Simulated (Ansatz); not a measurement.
Ansatz (a first-principles code) input (PBE/STO-3G):

Ansatz 0.2 input:
```yaml
crystal:
  periodic: [false, false, false]
  atoms:
    - {symbol: C, position_ang: [-2.32009100, -0.27220100, 0.14133900]}
    - {symbol: B, position_ang: [-0.83312000, -0.09774400, 0.05075300]}
    - {symbol: I, position_ang: [0.46795400, -1.65865500, 0.72542100]}
    - {symbol: I, position_ang: [-0.01750100, 1.71150400, -0.75286200]}
    - {symbol: H, position_ang: [-3.01380200, 0.49277100, -0.18878100]}
    - {symbol: H, position_ang: [-2.77402700, -1.17181800, 0.54137200]}
basis:
  gaussian:
    orbitals: STO-3G
hamiltonian:
  xc: {name: PBE}
magnetization: {spin_polarized: true, initial_magnetization: 1}
output: {forces: true}
```

Output:

```
Functional definition: PBE
integrals: 0.02 GiB planned
736 factors; integrals over basis functions are off by at most 1.1e-4 eV
mean field: 0.16 GiB planned
mean field evaluation 1: about -374637.9166 eV, gradient 9.0e0 eV
mean field evaluation 2: about -374635.5955 eV, gradient 2.0e1 eV
mean field evaluation 4: about -374638.5554 eV, gradient 8.8e-1 eV
mean field evaluation 8: about -374638.5302 eV, gradient 5.0e-3 eV
mean field evaluation 16: about -374635.0105 eV, gradient 1.1e1 eV
mean field evaluation 32: about -374636.2776 eV, gradient 1.9e-5 eV
mean field evaluation 64: about -374636.8655 eV, gradient 1.3e1 eV
mean field -374638.53015243 eV, -13767.7120439854 hartree, gradient 7.8e-6 eV, S^2 0.753481; 9 other end points of the search recorded, 0 dependent functions left out
the calculation of the forces begins
reference -374638.53017252 eV, -13767.7120447239 hartree; 60, 59 occupied and 6, 7 virtual orbitals, 736 factors
Total energy: -374638.53017252 eV, -13767.7120447239 hartree
Atom 0 at    -2.320091    -0.272201     0.141339 Å, force     1.215421     0.142597    -0.074042 eV/Å
Atom 1 at    -0.833120    -0.097744     0.050753 Å, force     0.410156     0.048121    -0.024987 eV/Å
Atom 2 at     0.467954    -1.658655     0.725421 Å, force    -0.223299     0.040964    -0.015947 eV/Å
Atom 3 at    -0.017501     1.711504    -0.752862 Å, force    -0.204272    -0.091128     0.041994 eV/Å
Atom 4 at    -3.013802     0.492771    -0.188781 Å, force    -0.693582     0.586321    -0.251518 eV/Å
Atom 5 at    -2.774027    -1.171818     0.541372 Å, force    -0.504423    -0.726874     0.324500 eV/Å
Dipole moment:    -0.304276    -0.035699     0.018536 e Å
```

The geometry given is a B3LYP-D3(BJ)/def2-TZVP minimum.
